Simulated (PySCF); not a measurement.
An excited-state job on `ClB(Cl)Cl`.

Method: TDDFT CAM-B3LYP/def2-SVPD, vertical, gas phase, core orbitals frozen in the response (PySCF 2.14.0, density-fitted response routines). Geometry: PBE0-D3(BJ)/def2-SVP. The input is one job of a driver script: a line of settings, then coordinates in Å.

Input:
```
{"job": {"kind": "uv", "xc": "CAM-B3LYP", "basis": "def2-SVPD", "ip": false, "nstates": 10}, "charge": 0, "multiplicity": 1}
B     -0.000342    -0.000301     0.000011
Cl     1.741114    -0.028977     0.014279
Cl    -0.844197     1.523499    -0.019362
Cl    -0.896575    -1.494222     0.005072
```

Q: Give the output.

A: 
```
coarse grid: 5960 points
cycle   1  E = -1404.9673295412  dE =  5.105e-01  |g| = 4.009e-01  |ddm| = 2.445e+00
cycle   2  E = -1404.9562519642  dE =  1.108e-02  |g| = 4.871e-01  |ddm| = 1.012e+00
cycle   3  E = -1405.0195789392  dE = -6.333e-02  |g| = 1.565e-02  |ddm| = 5.394e-01
cycle   4  E = -1405.0196989657  dE = -1.200e-04  |g| = 6.351e-03  |ddm| = 3.928e-02
cycle   5  E = -1405.0197116070  dE = -1.264e-05  |g| = 1.104e-03  |ddm| = 1.037e-02
cycle   6  E = -1405.0197120668  dE = -4.598e-07  |g| = 1.191e-04  |ddm| = 1.942e-03
final grid: 46448 points
cycle   7  E = -1405.1621134308  dE = -6.686e-06  |g| = 1.687e-03  |ddm| = 1.919e-02
cycle   8  E = -1405.1621138368  dE = -4.060e-07  |g| = 1.055e-03  |ddm| = 3.438e-03
cycle   9  E = -1405.1621140767  dE = -2.399e-07  |g| = 1.731e-04  |ddm| = 1.432e-03
cycle  10  E = -1405.1621140850  dE = -8.300e-09  |g| = 5.533e-05  |ddm| = 2.671e-04
cycle  11  E = -1405.1621140860  dE = -9.381e-10  |g| = 1.037e-05  |ddm| = 6.470e-05
converged SCF energy = -1405.1621140860

Static polarisability (au): isotropic 54.557, principal 40.671 61.486 61.515

Singlet excitations
state   eV       nm        f      main configurations
  1   5.8652    211.4   0.00000   H->L 0.99
  2   6.7564    183.5   0.00000   H-3->L 0.99
  3   6.7592    183.4   0.00000   H-4->L 0.99
  4   7.2089    172.0   0.14826   H-1->L 0.95
  5   7.2102    172.0   0.14835   H-2->L 0.95
  6   8.1122    152.8   0.00000   H->L+1 0.92
  7   8.8215    140.5   0.00000   H-1->L+1 0.84
  8   8.8221    140.5   0.00000   H-2->L+1 0.84
  9   9.0360    137.2   0.17794   H-3->L+1 0.76
 10   9.0390    137.2   0.17845   H-4->L+1 0.76

Triplet excitations (Tamm-Dancoff, eV): 5.7029 6.2446 6.2464 6.5636
```

The SCF starts on a coarse grid where the log names one; the energy can jump when the final grid takes over, and dE then counts from the start density on the new grid. H and L stand for HOMO and LUMO; the number after each pair is its weight.

Q: Give S1 in cm⁻¹ and kJ/mol.

A: 5.8652 eV × 8065.54 = 47306 cm⁻¹; × 96.485 = 565.9 kJ/mol.

Q: Give the mean polarisability as a volume in Å³, and the ratio of the largest to the smallest principal value.

A: 54.557 au × 0.148185 = 8.08 Å³; 61.515/40.671 = 1.51.

Main results: HOMO -10.55 eV, LUMO -0.70 eV; lowest singlet 5.87 eV; lowest triplet 5.70 eV (Tamm–Dancoff); mean polarisability 54.6 au.

Hardware: an Arm Neoverse V2 with one thread, on a shared host. Cost: 5.8 s.
Labels such as C1 count atoms from 1, the log's own numbers from 0.
